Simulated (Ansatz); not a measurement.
CH$_{3}$ClFInO (`C[O][In]([F])[Cl]`). Charge 0, multiplicity 1. In takes the def2 core potential. The geometry is a stationary point of PBE0-D4/def2-TZVP. It is one conformer, not always the lowest.

```xyz
8

C    -0.012   -0.891    1.056
O     0.630   -0.621   -0.174
In    0.139    0.930   -1.259
F    -1.389    1.939   -0.620
Cl    1.162    1.594   -3.190
H     0.057   -1.967    1.238
H     0.484   -0.372    1.884
H    -1.071   -0.612    1.066
```

(1) What is the dipole moment at B3LYP/def2-TZVPP? (Best estimate.)

(2) And with PBE, r2SCAN, ωB97M-V? (Best estimate.)

(3) Give the Mulliken charges with B3LYP, r2SCAN, PBE in def2-TZVPP. (Estimate.)

Answers

(1) Ansatz gave: 1.55 D, with components (0.46, -1.13, 0.95) D in this frame, pointing from negative to positive charge.

(2) The calculation gave: PBE 1.61 D, r2SCAN 1.62 D, ωB97M-V 1.43 D.

(3) The calculation gave: 
```json
{"atom": "C1", "B3LYP": "-0.11", "r2SCAN": "0.02", "PBE": "-0.13"}
{"atom": "O2", "B3LYP": "-0.48", "r2SCAN": "-0.48", "PBE": "-0.40"}
{"atom": "In3", "B3LYP": "1.08", "r2SCAN": "1.08", "PBE": "0.96"}
{"atom": "F4", "B3LYP": "-0.47", "r2SCAN": "-0.46", "PBE": "-0.42"}
{"atom": "Cl5", "B3LYP": "-0.32", "r2SCAN": "-0.33", "PBE": "-0.30"}
{"atom": "H6", "B3LYP": "0.10", "r2SCAN": "0.06", "PBE": "0.10"}
{"atom": "H7", "B3LYP": "0.10", "r2SCAN": "0.05", "PBE": "0.10"}
{"atom": "H8", "B3LYP": "0.10", "r2SCAN": "0.07", "PBE": "0.10"}
```

B3LYP here is the variant with VWN-RPA as its local correlation; programs differ in this.
